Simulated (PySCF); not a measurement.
**Broadened absorption spectrum of GeH11NSi3**

Species: GeH11NSi3.
Atom-mapped SMILES: `[SiH3:1][GeH2:2][N:3]([SiH3:4])[SiH3:5]` (hydrogens: H6, H7, H8 on Si1; H9, H10 on Ge2; H11, H12, H13 on Si4; H14, H15, H16 on Si5)

Structure used (PBE0-D3(BJ)/def2-SVP), in Å, numbered top down from 1:
```
atom  x, y, z in Å
Si1    2.632   -0.085   -0.778
Ge2    0.665    1.137   -0.199
N3    -0.707   -0.074    0.168
Si4   -1.298   -1.104   -1.113
Si5   -1.244   -0.250    1.822
H6     2.346   -0.932   -1.976
H7     3.013   -0.969    0.364
H8     3.764    0.840   -1.091
H9     0.202    2.079   -1.329
H10    0.857    1.950    1.099
H11   -0.728   -2.488   -1.061
H12   -2.787   -1.219   -1.058
H13   -0.892   -0.489   -2.416
H14   -2.338   -1.268    1.844
H15   -1.756    1.045    2.368
H16   -0.142   -0.713    2.725
```

Method used: TDDFT PBE0/def2-SVPD, vertical, gas phase, core orbitals frozen in the response in PySCF. Relativistic effects, spin–orbit coupling among them, are left out although an element past zinc is present.

Computed states:

```csv
state,E (eV),f
S1,5.31,0.0049
S2,6.21,0.079
S3,6.33,0.0098
S4,6.53,0.070
S5,6.64,0.0069
S6,6.82,0.016
S7,6.88,0.015
S8,7.04,0.0025
S9,7.23,0.0018
S10,7.30,0.022
```

Broadening: Gaussians 0.25 eV wide at half height, area fixed by f = 4.319×10⁻⁹ ∫ε dν̃. The cross-section is σ = 3.8235×10⁻²¹ ε cm², given in Mb (10⁻¹⁸ cm²). The width is an assumption, not a result. The curve ends short of the highest state used, and states not computed would add to its high-energy end.

Question: What does the envelope look like, and where are its maxima?

Answer: 
(λ (nm), σ (Mb)): (185.2, 15.89), (188.1, 28.10), (190.9, 30.51), (193.8, 23.94), (196.7, 29.70), (199.5, 34.93), (202.4, 23.41), (205.3, 8.34), (208.1, 1.74), (211.0, 0.20), (213.9, 0.01), (216.7, 0.00), (219.6, 0.01), (222.5, 0.10), (225.3, 0.40), (228.2, 1.06), (231.1, 1.79), (233.9, 2.02), (236.8, 1.58), (239.7, 0.86), (242.5, 0.35), (245.4, 0.10), (248.3, 0.02), (251.2, 0.00)

Maxima: 233 nm (5.31 eV), ε about 530, made up of S1 (100%); 199 nm (6.23 eV), ε about 9200, made up of S2 (92%); 190 nm (6.53 eV), ε about 8300, made up of S4 (91%) (ε in L mol⁻¹ cm⁻¹; maxima over ε = 5, shares over 10%).

Question: What would ε be at 6.23 eV, the highest of these maxima, with half the width (0.125 eV)?

Answer: About 16600 L mol⁻¹ cm⁻¹ against 9190, a factor of about 1.8; a lone state at its own centre would give exactly 2.

Question: On this curve, what absorbance would a 10⁻³ mol/L sample give at 248 nm over a 1 cm path?

Answer: 248 nm is 4.999 eV, where ε is about 7 L mol⁻¹ cm⁻¹, so A = ε c l ≈ 0.007 (Beer–Lambert, with the gas-phase spectrum and the assumed width).

Question: Coming from long wavelengths, where does ε first pass 100 L mol⁻¹ cm⁻¹?

Answer: At about 242 nm (5.12 eV), 0.19 eV below S1.

The vertical ionisation energy (ΔSCF) is 8.75 eV, 1.45 eV above S10.

One conformer stands for the species.
